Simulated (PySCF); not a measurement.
C$_{9}$H$_{9}$N: full NMR table

* Formula: C9H9N
* SMILES: C=C=C(C)c1ccncc1
* InChI: InChI=1S/C9H9N/c1-3-8(2)9-4-6-10-7-5-9/h4-7H,1H2,2H3
* Point group of the computed structure: Cs
* Degrees of unsaturation: 6
* Carbon signals: 7
* Proton signals: 4

Atom-mapped SMILES (the numbers label the heavy atoms): `[CH2:1]=[C:2]=[C:3]([CH3:4])[c:5]1[cH:6][cH:7][n:8][cH:9][cH:10]1`. Hydrogens are named by the atom that carries them.

No solvent, one computed conformer, one averaged value for each set of equivalent atoms, non-relativistic. PBE0-D3(BJ)/def2-SVP geometry; σ from GIAO-KT2/pcSseg-1; PySCF 2.14.0 with density-fitted response routines.

References, each an isolated molecule treated in the same way: 1H (31.18 ppm) and 13C (183.22 ppm) against TMS; 15N (264.30 ppm) against NH3.

```tsv
carbon	δC, type	δH (multiplicity)	HMBC from (2–3 bonds)	span of the C tensor (ppm)
C1	77.0, CH2	5.35 (s)	–	138
C2	208.9, C	–	H(C1), H(C4)	51
C3	98.8, C	–	H(C6)/H(C10), H(C1), H(C4)	122
C4	17.8, CH3	2.05 (s)	–	21
C5	135.7, C	–	H(C7)/H(C9), H(C6)/H(C10), H(C4)	213
C6/C10	114.0, CH	6.86 (d)	H(C7)/H(C9), H(C6)/H(C10)	197
C7/C9	144.0, CH	8.36 (d)	H(C7)/H(C9), H(C6)/H(C10)	197
```

Other nuclei:
```json
{"atoms": "N8", "nucleus": "15N", "environment": "pyridine-type ring nitrogen", "δ (ppm)": "328.6", "σ (ppm)": "-64.3"}
```

- Carbon types of the structure: 3 × C, 4 × CH, 1 × CH2, 1 × CH3, which accounts for all hydrogens.
- δC 208.9: central carbon of an allene; the central sp carbon of an allene is among the most deshielded carbons of hydrocarbons.
- δC 144.0: aromatic CH next to a ring nitrogen; the adjacent pyridine-type nitrogen withdraws density from it.
- δC 135.7: substituted aromatic carbon.
- δC 114.0: aromatic CH.
- δC 98.8, 77.0: terminal carbon of a cumulated C=C=C unit.

Shifts are as computed. Against solution values, carbons near 30 ppm lie about +2 ppm off and those near 130 ppm about -5 ppm. Of 1211 compounds with measured shifts, 218 miss one by over three times the rms of a fit or turn the order of signals round; such compounds aren't used in these exercises. Experimental scales use liquid or dissolved standards, which lie at an offset from isolated NH3 (liquid NH3: subtract about 20 ppm). Unscaled 15N shifts of sp2 nitrogen come out 20 to 40 ppm too high even then. Multiplicities follow the n + 1 count of equivalent neighbours, as no J values were calculated; m marks all less simple cases, F and P coupling included.
